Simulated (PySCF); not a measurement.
PySCF input (M06-2X/def2-TZVPD):

```python
from pyscf import gto, scf, dft

mol = gto.M(
    atom='''
    B    -0.16197475    0.57262412    0.57731798
    Cl    0.86030661   -0.48016525   -0.39900935
    O    -1.48664439    0.65267873    0.50510400
    H    -1.92218354    0.07825887   -0.14426301
    ''',
    basis='def2-tzvpd',
    charge=0,
    spin=1,
    verbose=4,
)

mf = dft.UKS(mol, xc='m062x').density_fit(auxbasis='def2-universal-jkfit')
mf.grids.level = 4
mf.conv_tol = 1e-9
mf.max_cycle = 100
mf.max_memory = 1500
mf.kernel()
if not mf.converged:
    mf = mf.newton()
    mf.kernel(mf.make_rdm1())
for _ in range(2):
    mo, _, stable, _ = mf.stability(return_status=True)
    if stable:
        break
    mf.kernel(mf.make_rdm1(mo, mf.mo_occ))
mf.analyze()
```

End of the output:

```
Extra cycle  E= -560.89822431496  delta_E= 4.32e-12  |g|= 1.08e-05  |ddm|= 1.23e-05
converged SCF energy = -560.89822431496  <S^2> = 0.7540546  2S+1 = 2.0040505
uhf_internal: lowest eigs of H = [0.25584613 0.3965613  0.42546711]
<class 'pyscf.df.df_jk.DFUKS'> wavefunction is stable in the internal stability analysis
**** SCF Summaries ****
Total Energy =                        -560.898224314959862
Nuclear Repulsion Energy =              76.403024269549135
One-electron Energy =                 -924.214890746131914
Two-electron Energy =                  286.913642161622874
Two-electron Coulomb Energy =          328.169426090600609
DFT Exchange-Correlation Energy =      -41.255783928977735
HOMO-LUMO gap [eV] =                     5.197008469983462
**** MO energy ****
                             alpha | beta                alpha | beta
MO #1   energy= -102.653118283424  | -102.651855274428  occ= 1 | 1
MO #2   energy= -19.6826034409617  | -19.6817792774103  occ= 1 | 1
MO #3   energy= -9.81701652888675  | -9.81642718588213  occ= 1 | 1
MO #4   energy= -7.5384110197097   | -7.53610133291635  occ= 1 | 1
MO #5   energy= -7.53465771312244  | -7.53449247343469  occ= 1 | 1
MO #6   energy= -7.53449035451071  | -7.53314409087638  occ= 1 | 1
MO #7   energy= -7.14511218988788  | -7.13535846156234  occ= 1 | 1
MO #8   energy= -1.19412134919256  | -1.19086076903005  occ= 1 | 1
MO #9   energy= -0.945854931458896 | -0.938514885474845 occ= 1 | 1
MO #10  energy= -0.687569756981866 | -0.674622843257339 occ= 1 | 1
MO #11  energy= -0.561741937705776 | -0.554362351986555 occ= 1 | 1
MO #12  energy= -0.50123826129091  | -0.490938351827006 occ= 1 | 1
MO #13  energy= -0.494130181177287 | -0.482356145307461 occ= 1 | 1
MO #14  energy= -0.411676612492228 | -0.409353863739128 occ= 1 | 1
MO #15  energy= -0.409400209157549 | -0.404613091334098 occ= 1 | 1
MO #16  energy= -0.271431941756269 | -0.0804454015571139 occ= 1 | 0
MO #17  energy= -0.000868819365032777 | 0.00667599015668994 occ= 0 | 0
MO #18  energy= 0.00609338623807255 | 0.0162062302039059 occ= 0 | 0
MO #19  energy= 0.0241005902717926 | 0.0300088907222894 occ= 0 | 0
MO #20  energy= 0.0367979892826444 | 0.0484168006911596 occ= 0 | 0
MO #21  energy= 0.0395703679655822 | 0.0516299843106217 occ= 0 | 0
MO #22  energy= 0.0632485908357243 | 0.0703591789857184 occ= 0 | 0
MO #23  energy= 0.0695567852503837 | 0.075629445849558  occ= 0 | 0
MO #24  energy= 0.0801997460763231 | 0.0869514801468559 occ= 0 | 0
MO #25  energy= 0.110172293292703  | 0.0973547257114244 occ= 0 | 0
MO #26  energy= 0.125161864680728  | 0.117982854302512  occ= 0 | 0
MO #27  energy= 0.143313428810766  | 0.120549270632397  occ= 0 | 0
MO #28  energy= 0.155886276241511  | 0.152651460747661  occ= 0 | 0
MO #29  energy= 0.164943903663378  | 0.171671504236719  occ= 0 | 0
MO #30  energy= 0.207462147395899  | 0.177467578170891  occ= 0 | 0
MO #31  energy= 0.216197327653631  | 0.187653329626235  occ= 0 | 0
MO #32  energy= 0.223869993518493  | 0.212993954007069  occ= 0 | 0
MO #33  energy= 0.230549862134325  | 0.216148222203277  occ= 0 | 0
MO #34  energy= 0.242982110899958  | 0.218521631221557  occ= 0 | 0
MO #35  energy= 0.245580613107653  | 0.239395547373107  occ= 0 | 0
MO #36  energy= 0.254041786793193  | 0.245395723297996  occ= 0 | 0
MO #37  energy= 0.256501359773906  | 0.251234856641384  occ= 0 | 0
MO #38  energy= 0.269973676130772  | 0.258052830627857  occ= 0 | 0
MO #39  energy= 0.280880320279916  | 0.284781639742411  occ= 0 | 0
MO #40  energy= 0.29281386684571   | 0.286350301014654  occ= 0 | 0
MO #41  energy= 0.303174402870233  | 0.299961811829437  occ= 0 | 0
MO #42  energy= 0.304980289992582  | 0.304635993657032  occ= 0 | 0
MO #43  energy= 0.316627950681768  | 0.313290145515088  occ= 0 | 0
MO #44  energy= 0.362206239490312  | 0.362938457927096  occ= 0 | 0
MO #45  energy= 0.410147064322068  | 0.40445640177715   occ= 0 | 0
MO #46  energy= 0.451615012405887  | 0.446748848842317  occ= 0 | 0
MO #47  energy= 0.467409480394328  | 0.462541418715018  occ= 0 | 0
MO #48  energy= 0.485965465038359  | 0.482273038612924  occ= 0 | 0
MO #49  energy= 0.515076269632722  | 0.508114853949728  occ= 0 | 0
MO #50  energy= 0.521136574559806  | 0.509767282750872  occ= 0 | 0
MO #51  energy= 0.554109811890869  | 0.525127741404212  occ= 0 | 0
MO #52  energy= 0.584082284559108  | 0.558744304487128  occ= 0 | 0
MO #53  energy= 0.593932662009726  | 0.584421374794528  occ= 0 | 0
MO #54  energy= 0.603024374280932  | 0.5990585477081    occ= 0 | 0
MO #55  energy= 0.646692992877513  | 0.641427507881084  occ= 0 | 0
MO #56  energy= 0.654682956879226  | 0.650744585648918  occ= 0 | 0
MO #57  energy= 0.669222871405878  | 0.666950751635879  occ= 0 | 0
MO #58  energy= 0.705252923928693  | 0.692116124449139  occ= 0 | 0
MO #59  energy= 0.716154154890441  | 0.699516227004468  occ= 0 | 0
MO #60  energy= 0.722109722407735  | 0.707448074301313  occ= 0 | 0
MO #61  energy= 0.749653657716372  | 0.741629294347083  occ= 0 | 0
MO #62  energy= 0.792613376910543  | 0.779250733048197  occ= 0 | 0
MO #63  energy= 0.799862073111912  | 0.788975371012922  occ= 0 | 0
MO #64  energy= 0.809628914021173  | 0.803492963870767  occ= 0 | 0
MO #65  energy= 0.889768291144545  | 0.824938594412149  occ= 0 | 0
MO #66  energy= 0.906557262226132  | 0.867859149673854  occ= 0 | 0
MO #67  energy= 0.950250377040493  | 0.920051570101716  occ= 0 | 0
MO #68  energy= 0.982640504462589  | 0.963152566051663  occ= 0 | 0
MO #69  energy= 1.04240616694858   | 1.02368991850324   occ= 0 | 0
MO #70  energy= 1.07573064019562   | 1.0726718412403    occ= 0 | 0
MO #71  energy= 1.10730897264958   | 1.09901423998693   occ= 0 | 0
MO #72  energy= 1.22860773264423   | 1.22198189986613   occ= 0 | 0
MO #73  energy= 1.33258348746086   | 1.32315486709764   occ= 0 | 0
MO #74  energy= 1.38096262297765   | 1.36756803105973   occ= 0 | 0
MO #75  energy= 1.54501225849046   | 1.53322661897434   occ= 0 | 0
MO #76  energy= 1.58462239531707   | 1.55489191717379   occ= 0 | 0
MO #77  energy= 1.60964852499005   | 1.60311363642576   occ= 0 | 0
MO #78  energy= 1.6929182069308    | 1.66680656756635   occ= 0 | 0
MO #79  energy= 1.70820426840821   | 1.69447140388974   occ= 0 | 0
MO #80  energy= 1.79803863410878   | 1.79565462831665   occ= 0 | 0
MO #81  energy= 1.81784824491662   | 1.8065873744573    occ= 0 | 0
MO #82  energy= 1.84631187083421   | 1.82439963756925   occ= 0 | 0
MO #83  energy= 1.87355604146916   | 1.88558351525539   occ= 0 | 0
MO #84  energy= 1.94015695958351   | 1.93440840247347   occ= 0 | 0
MO #85  energy= 1.94582991266906   | 1.94842509680763   occ= 0 | 0
MO #86  energy= 1.9593714422153    | 1.95595826641175   occ= 0 | 0
MO #87  energy= 1.98355151192259   | 1.98229440696549   occ= 0 | 0
MO #88  energy= 1.99016043361971   | 1.98706056453015   occ= 0 | 0
MO #89  energy= 2.01727261791289   | 2.01324000424929   occ= 0 | 0
MO #90  energy= 2.02221706913832   | 2.01730548649855   occ= 0 | 0
MO #91  energy= 2.06843768380455   | 2.0590752739786    occ= 0 | 0
MO #92  energy= 2.11192500291329   | 2.10705007212801   occ= 0 | 0
MO #93  energy= 2.11217595624173   | 2.11285624025788   occ= 0 | 0
MO #94  energy= 2.18657136656636   | 2.18308069668417   occ= 0 | 0
MO #95  energy= 2.21330667113821   | 2.20358606378069   occ= 0 | 0
MO #96  energy= 2.28396605337188   | 2.28794679460263   occ= 0 | 0
MO #97  energy= 2.30406817110278   | 2.29747944907299   occ= 0 | 0
MO #98  energy= 2.36949739756031   | 2.37124231899017   occ= 0 | 0
MO #99  energy= 2.38725587191554   | 2.38017079320268   occ= 0 | 0
MO #100 energy= 2.42582534398018   | 2.4257859575156    occ= 0 | 0
MO #101 energy= 2.4767082932005    | 2.46508049728143   occ= 0 | 0
MO #102 energy= 2.49086952830244   | 2.49304054453932   occ= 0 | 0
MO #103 energy= 2.54185790210313   | 2.53747012523533   occ= 0 | 0
MO #104 energy= 2.55511061024043   | 2.55486948235447   occ= 0 | 0
[...]
```

It need not be the lowest isomer of its formula.
